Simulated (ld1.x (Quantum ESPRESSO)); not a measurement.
Configuration tests for P (TM)

ld1.x (Quantum ESPRESSO) 7.5 input, shortened:

```
&input
   title='P', zed=15., rel=1, dft='PBE', iswitch=3,
   config='[Ne] 3s2 3p2.5'
 /
 &inputp
   pseudotype=2, tm=.true., lloc=-2, rcloc=1.70,
   nlcc=.true., new_core_ps=.true., rcore=1.15
 /
2
3S  1  0   2.00   0.00  1.20  1.20  0.0
3P  2  1   2.50   0.00  1.75  1.75  0.0
 &test
   configts(1)='3s2 3p2.5'
 /
```

Energies are relative to the spin-unpolarised reference configuration 3s2 3p2.5; without spin polarisation the order of configurations can differ from experiment.

```tsv
valence configuration	charge	ΔE all-electron (eV)	error AE − PS (meV)
3s2 3p3	0	-3.775	+0.9
3s2 3p2	+1	5.955	+0.9
3s2 3p1	+2	25.102	+17
3s2 3p3.3	-0.3	-5.082	+1.6
3s0 3p5	0	13.426	-12
3s1 3p3	+1	15.075	-0.1
```

Problem. What are ΔE and the potential's error for 3s1 3p0?

Solution. ΔE = 106.846 eV all-electron; the error (AE − PS) is +183 meV.

Levels in the configuration 3s1 3p3:

| level | all-electron (eV) | pseudo (eV) |
| --- | --- | --- |
| 3s | -23.978 | -23.974 |
| 3p | -14.811 | -14.802 |
